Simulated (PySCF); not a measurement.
Compound: C4H14B3N3.
Atom-mapped SMILES: `[CH3:1][C:2]([CH3:3])([CH3:4])[N:5]1[BH:6][NH:7][BH:8][NH:9][BH:10]1`

Definitions: NICS(0) = −σiso at the ring centroid; NICS(1) = −σiso and NICS(1)zz = −σzz at ±1 Å along the ring normal z. Level: GIAO PBE0/pcSseg-1 (PySCF, non-relativistic, gas phase) on the PBE0-D3(BJ)/def2-SVP geometry, one conformer.

Ring bond lengths (Å), with Mayer bond orders in brackets: N5–B6 1.439 (1.10), B6–N7 1.425 (1.19), N7–B8 1.424 (1.15), B8–N9 1.421 (1.17), N9–B10 1.430 (1.17), B10–N5 1.434 (1.13).

Give the NICS values of each ring in ppm.

```json
{"ring": "N5–B6–N7–B8–N9–B10", "type": "6-membered ring with 3 B and 3 N; formal bonds all single", "NICS(0)": "-3.2", "NICS(1), two faces": "-3.8 / -3.8", "NICS(1)zz, two faces": "-5.5 / -5.5", "rms pucker (Å)": "0.00", "centre to ring atoms, mean (Å)": "1.43"}
```

What do they say, and how far can they be read as aromaticity?

- N5–B6–N7–B8–N9–B10: mean NICS(1)zz -5.5 ppm, shielded.

Give the inner angles of the rings and the Hirshfeld charges of the ring atoms.

- N5–B6–N7–B8–N9–B10: N5 118.3° (-0.154 e), B6 120.0° (+0.157 e), N7 122.9° (-0.225 e), B8 115.9° (+0.156 e), N9 123.4° (-0.226 e), B10 119.4° (+0.151 e); sum 720.0° against 720° for a flat convex ring.

How do the values depend on the level or the medium?

```tsv
level	NICS(0), N5–B6–N7–B8–N9–B10	mean NICS(1)zz, N5–B6–N7–B8–N9–B10
PBE0/pcSseg-1, gas	-3.2	-5.5
PBE0/pcSseg-1, IEF-PCM chloroform	-3.2	-5.7
```

The geometry is the same throughout; the continuum's cavity takes Bondi-type radii × 1.2.
